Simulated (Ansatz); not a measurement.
A made-up structure of SiH3SeO (charge -1), closed shell:

```
6
angstrom
O 1.6668 -0.7850 1.0229
Se 0.3654 -1.5174 0.2028
Si -0.3520 0.2428 -0.2148
H -1.5008 -0.2727 -0.9366
H 0.5838 1.1834 -1.1214
H -0.7632 1.1489 1.0470
```

It is relaxed with PBE-D4/def2-SVPD and then PBE0-D4/def2-TZVPD (Ansatz 0.2.0). Atoms count as bonded within 1.22 times the sum of their covalent radii (H–H: 0.88 Å). The end point is not checked to be a true minimum.

Task: Does its bonding change? (Judge from chemistry; the calculation decides.)

Result: The calculation gives: No: no bond forms or breaks.

Where it ends: The first stage lowers the energy by 1.66 eV in 10 steps. It ends as SiH₃SeO ([O][Se][SiH3]), total charge -1:
O1  (1.992, -1.080, 1.220)
Se2  (0.603, -1.614, 0.349)
Si3  (-0.430, 0.307, -0.262)
H4  (-1.673, -0.030, -1.040)
H5  (0.377, 1.224, -1.138)
H6  (-0.870, 1.192, 0.870)
(Å)

Labels in which every atom is bracketed show which atoms are joined, not bond orders.

For scale, one of the runs: PBE0-D4/def2-TZVPD relaxation, 167 basis functions, launched by `ansatz run in.yaml --threads 2 --pin off --events-out ev --progress --plain --max-ram 4352MiB`. Hardware: 2 CPU threads of an Arm Neoverse V2, shared host. Wall time about 34 s.
